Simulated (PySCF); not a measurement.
# Ionisation energy of Cr(2+) by level of theory

Cr(2+) [Ar] 3d4 [3d3/2^4, M_J = 0] → Cr(3+) [Ar] 3d3 [3d3/2^3, M_J = 3/2], as a difference of total energies. All numbers are calculated (PySCF 2.14, the two-component X2C-1e Hamiltonian, in x2c-TZVPPall-2c). Correlated levels: [Ne] frozen; the 6 highest virtual spinors dropped. "Screened" scales the spin-orbit matrix elements by Boettger's factors to mimic the two-electron term; Breit and QED terms are absent.

```json
{"method": "GHF (spin-free)", "ionisation energy (eV)": "29.766", "error (eV)": "-1.193"}
{"method": "GMP2 (spin-free)", "ionisation energy (eV)": "30.937", "error (eV)": "-0.022"}
{"method": "GHF (screened spin-orbit)", "ionisation energy (eV)": "29.742", "error (eV)": "-1.217"}
{"method": "GMP2 (screened spin-orbit)", "ionisation energy (eV)": "30.913", "error (eV)": "-0.046"}
```

Reference: 30.959 ± 0.025 eV (measured; NIST Atomic Spectra Database, ionization energies).

Errors of the correlated levels include the incompleteness of this basis and the frozen core.

The labels give the starting determinants; with spin-orbit coupling the two ends relaxed to ⟨J²⟩ = 3.94, ⟨L²⟩ = 6.00, ⟨S²⟩ = 6.00 and ⟨J²⟩ = 6.66, ⟨L²⟩ = 12.00, ⟨S²⟩ = 3.75.

The determinant of Cr(2+) and of Cr(3+) mixes levels of different J (the jj label is only the starting occupation), so the difference between spin-free and spin-orbit rows is not the physical spin-orbit shift.
